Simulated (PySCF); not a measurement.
PySCF input file for C4H8OSi, SMILES C/C=C1/OC[SiH2]1, B3LYP/pcSseg-1. Geometry: ωB97X-D3(BJ)/def2-SVP. The structure was generated by enumeration; whether it is a known compound was not checked.

```python
import numpy as np
from pyscf import gto, scf, dft
from pyscf.prop.nmr import rks as nmr

mol = gto.M(
    atom='''
    C    -0.34754670    2.65656125    0.00000000
    C     0.68488023    1.56595435   -0.00000000
    C     0.37830460    0.26733067    0.00000000
    O     1.31560594   -0.75976262   -0.00000000
    C     0.50701561   -1.96166558    0.00000000
    Si   -1.09034443   -0.90930152   -0.00000000
    H    -1.36893711    2.24148270    0.00000000
    H    -0.24927662    3.30583922   -0.88653674
    H    -0.24927662    3.30583922    0.88653674
    H     1.74578909    1.84673933   -0.00000000
    H     0.71724943   -2.56867060    0.89602153
    H     0.71724943   -2.56867060   -0.89602153
    H    -1.95437285   -0.96166061   -1.21314333
    H    -1.95437284   -0.96166061    1.21314334
    ''',
    basis='pcSseg-1',
    charge=0,
    spin=0,
    max_memory=1600,
    verbose=3,
)
mf = dft.RKS(mol, xc='b3lyp')
mf.grids.level = 3
mf.conv_tol = 1e-10
mf.max_cycle = 100
mf.kernel()
n = nmr.NMR(mf)
n.verbose = 2
n.max_cycle_cphf = 60
sigma = n.kernel()
print('atom   isotropic/ppm   span/ppm')
for i, s in enumerate(sigma):
    w = np.linalg.eigvalsh((s + s.T) / 2)
    print(f'{mol.atom_symbol(i):2s}{i + 1:3d} {w.mean():14.3f} {w[2] - w[0]:11.3f}')
```

Output:

```
converged SCF energy = -521.885990814327
atom   isotropic/ppm   span/ppm
C   1        162.374      28.482
C   2         65.089     188.398
C   3         12.445     125.847
O   4        146.890     190.834
C   5        117.171     102.324
Si  6        365.219     125.953
H   7         30.286       6.610
H   8         29.612      10.229
H   9         29.612      10.229
H  10         25.952       4.808
H  11         27.186       7.026
H  12         27.186       7.026
H  13         26.145       6.077
H  14         26.145       6.077
```

The run converged.

Cost: very roughly 40 core-seconds.
